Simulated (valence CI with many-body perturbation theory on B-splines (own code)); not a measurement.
The numbers below are computed, except where a source is named.
Ba XXIV: magnetic and hyperfine properties of the levels

Level of theory: relativistic CI+MBPT: five valence electrons over a frozen Dirac-Fock core [Ar] 3d10, radial functions for each j: 11 s, 11 p, 10 d, 8 f, 5 g, 2 h, with the one-electron correlation potential Σ1, the two-electron term Σ2, the three-electron term Σ3, Breit, model QED; selected CI, second order for the rest, scaled by the run's own slope (own B-spline code, finite nucleus).

No measured levels were compared; by estimate levels hold to about 250 cm⁻¹ or 0.2 % of their energy and the worst to 1 %, as in measured heavy ions of charge 2 to 7; those with d or f electrons hold less well. Among the levels kept, up to 2200 cm⁻¹ of a level comes from second order outside the variational space, and about a tenth of that is noise between levels of different J, which matters for small intervals.

A/g_I is the dipole constant over the nuclear g factor μ/I (μ in nuclear magnetons, uniformly magnetised nucleus), B/Q the quadrupole constant per barn. Both hold the static response of the core; the bare values leave it out. Large factors of s and p1/2 electrons are usually good to 5 to 10 %; those of open d and f shells near neutrality can be off by tens of per cent, and small factors of p3/2, d and f electrons come from cancelling terms and can be off by a factor of two or in sign, in half-filled shells by more. B is blank for J = 1/2, where it vanishes, and for nearly pure S terms. Energies count from the lowest level.

Levels are named by their leading jj configuration (3d3/2^4 stands for four electrons in 3d with j = 3/2), which in mixed levels can hold well under half, so a name can repeat and another be missing. Letters in brackets count levels of one name in rising energy.

```
                             Level  E (cm⁻¹)      g  A/g_I (MHz)  A/g_I bare  B/Q (MHz/b)  B/Q bare
        (4s^2 4p1/2^2 4p3/2) J=3/2         0  1.468        14800       13900        25100     23900
        (4s^2 4p1/2 4p3/2^2) J=3/2    136200  1.392         -172        -310        10500      9990
        (4s^2 4p1/2 4p3/2^2) J=5/2    163440  1.198        35800       34100        -97.6     -85.2
        (4s^2 4p1/2 4p3/2^2) J=1/2    198850  0.663       111000      106000                       
              (4s^2 4p3/2^3) J=3/2    337600  1.270        17800       16900       -35600    -33900
        (4s 4p1/2^2 4p3/2^2) J=5/2    573340  1.529        82000       78400        15800     15000
        (4s 4p1/2^2 4p3/2^2) J=3/2    640580  1.319       -17700      -16900       -21300    -20300
        (4s 4p1/2^2 4p3/2^2) J=1/2    647520  2.347       298000      285000                       
      (4s 4p1/2 4p3/2^3) J=3/2 [a]    731020  1.242        50000       47900       -16600    -15800
        (4s^2 4p1/2^2 4d3/2) J=3/2    759010  0.824         4770        4760        -3820     -3630
          (4s 4p1/2 4p3/2^3) J=5/2    772220  1.261        93600       89500       -46300    -44100
        (4s^2 4p1/2^2 4d5/2) J=5/2    798700  1.179         5880        5810         9740      9300
          (4s 4p1/2 4p3/2^3) J=1/2    814570  1.380       -18200      -17300                       
      (4s 4p1/2 4p3/2^3) J=3/2 [b]    824820  1.110        14800       14100          306       307
(4s^2 4p1/2 4p3/2 4d3/2) J=5/2 [a]    873640  0.942        27400       26300        -9150     -8690
(4s^2 4p1/2 4p3/2 4d3/2) J=1/2 [a]    886280  0.289        58700       56600                       
    (4s^2 4p1/2 4p3/2 4d3/2) J=7/2    893580  1.119        22900       22000        13300     12700
(4s^2 4p1/2 4p3/2 4d3/2) J=3/2 [a]    900300  1.036        11100       10800       -13600    -12900
(4s^2 4p1/2 4p3/2 4d5/2) J=7/2 [a]    904460  1.304         -908        -783        35600     33900
    (4s^2 4p1/2 4p3/2 4d5/2) J=9/2    931260  1.229        18700       17900        17000     16200
(4s^2 4p1/2 4p3/2 4d5/2) J=5/2 [a]    943300  1.203        15500       15000       -12700    -12000
(4s^2 4p1/2 4p3/2 4d5/2) J=3/2 [a]    952970  1.182        -6400       -6060         -655      -629
                (4s 4p3/2^4) J=1/2    977500  1.382       214000      205000                       
(4s^2 4p1/2 4p3/2 4d3/2) J=5/2 [b]    979740  1.365        13100       12600         -446      -428
(4s^2 4p1/2 4p3/2 4d5/2) J=7/2 [b]    986740  1.051        21200       20400        22000     21000
(4s^2 4p1/2 4p3/2 4d3/2) J=3/2 [b]    987350  1.470        13400       12900        -8750     -8350
(4s^2 4p1/2 4p3/2 4d3/2) J=1/2 [b]    987590  2.003        66200       63100                       
(4s^2 4p1/2 4p3/2 4d5/2) J=3/2 [b]   1019400  0.864        27600       26600        11900     11300
(4s^2 4p1/2 4p3/2 4d5/2) J=5/2 [b]   1029500  1.107          796         835        23300     22200
    (4s^2 4p1/2 4p3/2 4d5/2) J=1/2   1049100  0.992       -26700      -25300                       
        (4s^2 4p3/2^2 4d5/2) J=7/2   1075000  1.245         9210        8880         7500      7150
        (4s^2 4p3/2^2 4d5/2) J=9/2   1086500  1.212        10300        9970        28700     27300
        (4s^2 4p3/2^2 4d3/2) J=1/2   1099100  1.060         5450        4810                       
    (4s^2 4p3/2^2 4d3/2) J=3/2 [a]   1110900  1.122        12700       12100       -13100    -12500
        (4s^2 4p3/2^2 4d3/2) J=5/2   1116900  1.203        18300       17600        -8860     -8440
        (4s^2 4p3/2^2 4d3/2) J=7/2   1146700  1.115        14800       14200        -1370     -1240
    (4s^2 4p3/2^2 4d5/2) J=5/2 [a]   1156000  1.205         4670        4640        41800     39800
    (4s^2 4p3/2^2 4d3/2) J=3/2 [b]   1167800  1.086         8650        8490         2560      2480
        (4s^2 4p3/2^2 4d5/2) J=1/2   1180000  1.873        72400       69800                       
        (4s^2 4p3/2^2 4d5/2) J=3/2   1211600  0.992         7630        7530         6260      5980
```

(1) Take the isotope of mass number 135, with I = 3/2, μ = 0.8381 μN and Q = 0.153 b. What is the hyperfine structure of (4s^2 4p1/2^2 4p3/2) J=3/2?

Answers

(1) From the table A = 8250 MHz, B = 3840 MHz. Shifts from the centre of gravity in MHz: F = 0: -26100, F = 1: -21700, F = 2: -9070, F = 3: 19500.
